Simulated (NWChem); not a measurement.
Program: NWChem. System: C2H3F2, charge 0, spin multiplicity 2, at a geometry optimised with UPBE/def2-SVP. The structure started from a generated list of species. Its SCF solution wasn't tested for a lower state. Level: UMP2/def2-TZVP, 4 core orbitals frozen.

Input file:

```
start mol
memory heap 200 mb stack 900 mb global 1100 mb
geometry units angstroms nocenter noautoz
  C     -1.388657    -0.079632     0.000000
  C      0.085529    -0.294823     0.000000
  F      0.729639     0.128367     1.101007
  F      0.729639     0.128367    -1.101007
  H     -1.633365     1.009480     0.000000
  H     -1.840686    -0.536678     0.900310
  H     -1.840686    -0.536678    -0.900310
  symmetry group Cs
end
basis spherical
  * library def2-tzvp
end
scf
  uhf
  nopen 1
  maxiter 100
  thresh 1e-7
  semidirect memsize 60000000 filesize 0
  # guess.movecs holds the orbitals of an unrestricted PBE0 run
  vectors input guess.movecs output mol.movecs
end
mp2
  freeze core 4
end
task mp2 energy
```

Part of the output:

```
             Northwest Computational Chemistry Package (NWChem) 7.3.0
             --------------------------------------------------------

                                NWChem Input Module
                                -------------------

 Scaling coordinates for geometry "geometry" by  1.889725989
 (inverse scale =  0.529177249)

 Turning off AUTOSYM since
 SYMMETRY directive was detected!

                             Geometry "geometry" -> ""
                             -------------------------

 Output coordinates in angstroms (scale by  1.889725989 to convert to a.u.)

  No.       Tag          Charge          X              Y              Z
 ---- ---------------- ---------- -------------- -------------- --------------
    1 C                    6.0000    -1.38865700    -0.07963200     0.00000000
    2 C                    6.0000     0.08552900    -0.29482300     0.00000000
    3 F                    9.0000     0.72963900     0.12836700     1.10100700
    4 F                    9.0000     0.72963900     0.12836700    -1.10100700
    5 H                    1.0000    -1.63336500     1.00948000     0.00000000
    6 H                    1.0000    -1.84068600    -0.53667800     0.90031000
    7 H                    1.0000    -1.84068600    -0.53667800    -0.90031000

 Effective nuclear repulsion energy (a.u.)     122.4353710203

            Nuclear Dipole moment (a.u.)
            ----------------------------
        X                 Y               Z
 ---------------- ---------------- ----------------
    -0.0000056692     0.0000000000     0.0000000000

      Symmetry information
      --------------------

 Group name             Cs
 Group number              2
 Group order               2
 No. of unique centers     5

      Symmetry unique atoms

     1    2    3    5    6


 Summary of "ao basis" -> "" (spherical)
 ------------------------------------------------------------------------------
       Tag                 Description            Shells   Functions and Types
 ---------------- ------------------------------  ------  ---------------------
 *                         def2-tzvp                  on all atoms

 Summary of "ao basis" -> "ao basis" (spherical)
 ------------------------------------------------------------------------------
       Tag                 Description            Shells   Functions and Types
 ---------------- ------------------------------  ------  ---------------------
 C                         def2-tzvp                11       31   5s3p2d1f
 F                         def2-tzvp                11       31   5s3p2d1f
 H                         def2-tzvp                 4        6   3s1p

                                 NWChem SCF Module
                                 -----------------

  ao basis        = "ao basis"
  functions       =   142
  atoms           =     7
  alpha electrons =    17
  beta  electrons =    16
  charge          =   0.00
  wavefunction    = UHF
  use symmetry    = T
  symmetry adapt  = T

 Summary of "ao basis" -> "ao basis" (spherical)
 ------------------------------------------------------------------------------
       Tag                 Description            Shells   Functions and Types
 ---------------- ------------------------------  ------  ---------------------
 C                         def2-tzvp                11       31   5s3p2d1f
 F                         def2-tzvp                11       31   5s3p2d1f
 H                         def2-tzvp                 4        6   3s1p
[...]
    1 C    6     3.18   0.43  0.56  0.23  0.35  0.03  0.63  0.72  0.20  0.01  0.02  0.00
    2 C    6     2.30   0.43  0.56  0.22  0.24  0.02  0.36  0.32  0.02  0.03  0.08  0.01
    3 F    9     4.62   0.39  0.60  0.30  0.51  0.17  1.10  1.13  0.42  0.00  0.01  0.00
    4 F    9     4.62   0.39  0.60  0.30  0.51  0.17  1.10  1.13  0.42  0.00  0.01  0.00
    5 H    1     0.41   0.12  0.23  0.05  0.01
    6 H    1     0.43   0.13  0.24  0.05  0.01
    7 H    1     0.43   0.13  0.24  0.05  0.01

   Mulliken analysis of the spin density
   -------------------------------------

    Atom       Charge   Shell Charges
 -----------   ------   -------------------------------------------------------
    1 C    6    -0.08   0.00 -0.00  0.00 -0.01 -0.02 -0.01 -0.03 -0.02  0.00  0.01  0.00
    2 C    6     0.98   0.00 -0.00  0.07  0.09  0.07  0.36  0.34  0.04 -0.00  0.00 -0.00
    3 F    9     0.02   0.00 -0.00  0.00  0.00 -0.01  0.04  0.01 -0.03  0.00  0.00  0.00
    4 F    9     0.02   0.00 -0.00  0.00  0.00 -0.01  0.04  0.01 -0.03  0.00  0.00  0.00
    5 H    1     0.07   0.01  0.03  0.02 -0.00
    6 H    1     0.00   0.00  0.00 -0.00 -0.00
    7 H    1     0.00   0.00  0.00 -0.00 -0.00

       Multipole analysis of the density wrt the origin
       ------------------------------------------------

     L   x y z        total         alpha         beta         nuclear
     -   - - -        -----         -----         ----         -------
     0   0 0 0      0.000000    -17.000000    -16.000000     33.000000

     1   1 0 0     -0.888851     -0.560857     -0.327989     -0.000006
     1   0 1 0     -0.140080      0.445136     -0.585216      0.000000
     1   0 0 1      0.000000     -0.000000      0.000000      0.000000

     2   2 0 0    -16.020339    -63.326625    -62.114506    109.420793
     2   1 1 0     -0.088225     -4.164994     -4.940040      9.016809
     2   1 0 1     -0.000000      0.000000     -0.000000      0.000000
     2   0 2 0    -16.353379    -13.979778    -11.127254      8.753654
     2   0 1 1      0.000000     -0.000000      0.000000      0.000000
     2   0 0 2    -18.100238    -51.358438    -50.451160     83.709360

                   NWChem MP2 Semi-direct Energy/Gradient Module
                   ---------------------------------------------

  Basis functions       =    142
  Molecular orbitals    =    142
  Frozen core           =      4
  Frozen virtuals       =      0
  Active alpha occupied =     13
  Active beta occupied  =     12
  Active alpha virtual  =    125
  Active beta virtual   =    126
  Use MO symmetry       = T
  Use skeleton AO sym   = T

  AO/Fock/Back tols     =   1.0D-09  1.0D-09  1.0D-09

 GA uses MA = F    GA memory limited = T

 Available:
  local mem=  1.26D+08
 global mem=  1.44D+08
 local disk=  0.00D+00
  mp2_memr nvloc                   125
  nvloc new                   125
   1 passes of  13:        5242880                     122352                  55185077.
   1 passes of  13: M    126151483           G      144138872           F     120908603.

 Semi-direct pass number   1 of   1  for UHF alpha       at        7.5s
  vrange nnbf                  9982
  mp2_eaftype                   210  avail_ma_in_mb                  1099
 EAF : mp2_eaftype filesize         210   27592538.
  mp2_eaf for mointskh                    210
Node 0 wrote    129.8 Mb in      0.2 s     Agg I/O rate:   791.8 Mb/s
 Done moints_semi at       13.0s
  mp2_eaftype                   210  avail_ma_in_mb                   889
 EAF : mp2_eaftype filesize         210   27592538.
  mp2_eaf for kh                   210
 Done maket at       13.3s
 Done multipass loop at       13.3s

 GA uses MA = F    GA memory limited = T

 Available:
  local mem=  1.26D+08
 global mem=  1.44D+08
 local disk=  0.00D+00
  mp2_memr nvloc                   126
  nvloc new                   126
   1 passes of  12:        5242880                     116704                  51349993.
   1 passes of  12: M    126151483           G      144138872           F     120908603.

 Semi-direct pass number   1 of   1  for UHF beta        at       13.4s
  vrange nnbf                  9982
  mp2_eaftype                   195  avail_ma_in_mb                  1099
 EAF : mp2_eaftype filesize         195   25674996.
  mp2_eaf for mointskh                    195
Node 0 wrote    120.7 Mb in      0.2 s     Agg I/O rate:   779.9 Mb/s
 Done moints_semi at       18.2s
  mp2_eaftype                   195  avail_ma_in_mb                   904
 EAF : mp2_eaftype filesize         195   25674996.
  mp2_eaf for kh                   195
 Done maket at       18.6s
 Done multipass loop at       18.6s

          -------------------------------------------
          SCF energy                -276.433384743560
          Correlation energy          -0.798149603198
          Singlet pairs                0.000000000000
          Triplet pairs                0.000000000000
          Total MP2 energy          -277.231534346758
          -------------------------------------------

          ---------------------------------------------------
                    Spin Component Scaled (SCS) MP2
          Same spin pairs                     -0.203002633246
          Same spin scaling factor             0.333333333333
          Opposite spin pairs                 -0.595146969952
          Opposite spin scaling fact.          1.200000000000
          SCS-MP2 correlation energy          -0.781843908358
          Total SCS-MP2 energy              -277.215228651917
          ---------------------------------------------------

 -----------------------
 Performance information
 -----------------------

 Timer overhead =  1.04D-07 seconds/call

               Nr. of calls         CPU time (s)                 Wall time (s)                GFlops
             ---------------    -------------------     ------------------------------   -------------------
Name         Min   Avg   Max    Min     Avg     Max     Min     Avg     Max   Mx/calls   Min     Max     Sum
mp2: moin     2     2     2    10.     10.     10.      10.     10.     10.     5.2      0.0     0.0     0.0
mp2: make     2     2     2   0.68    0.68    0.68     0.68    0.68    0.68    0.34      0.0     0.0     0.0
mp2: tota     1     1     1    11.     11.     11.      11.     11.     11.     11.      0.0     0.0     0.0

 The average no. of pstat calls per process was 5.00D+00
 with a timing overhead of 5.22D-07s

 Task  times  cpu:       18.5s     wall:       18.5s

 Total times  cpu:       18.6s     wall:       18.6s
```
